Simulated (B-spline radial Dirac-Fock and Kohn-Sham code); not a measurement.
**Kohn-Sham estimates against Dirac-Fock for the levels of As**

System: neutral arsenic in the configuration [Ar] 3d10 4s1 4p4 (not the ground configuration).

The density-functional columns are spherical, spin-unpolarised Dirac-Kohn-Sham results without Breit or QED terms: −ε is minus the orbital energy of the initial state and ΔSCF the difference of two total energies. The reference in the last column comes from multi-electron Dirac-Fock with separately optimised hole states, Breit and Lamb-shift corrections added in first order. All numbers are from an atomic code on a B-spline grid, in eV; a selection of levels is shown. For the 1s level of heavy atoms much of the gap between ΔSCF and the reference is the Breit and QED part, -24.7 eV here; for other levels the error of the functional can be larger.

```tsv
level	LDA −ε	LDA ΔSCF	Dirac-Fock
1s	11696.6	11898.8	11876.7
2s	1485.3	1516.4	1546.1
2p1/2	1328.6	1367.2	1370.3
3p1/2	138.4	149.3	159.0
3d3/2	42.96	53.14	51.17
3d5/2	42.22	52.36	50.49
4s	15.58	20.35	20.85
4p	5.98	10.00	8.36
```

Values without a named source are computed, but for edge energies of neutral atoms, which are taken from tables.
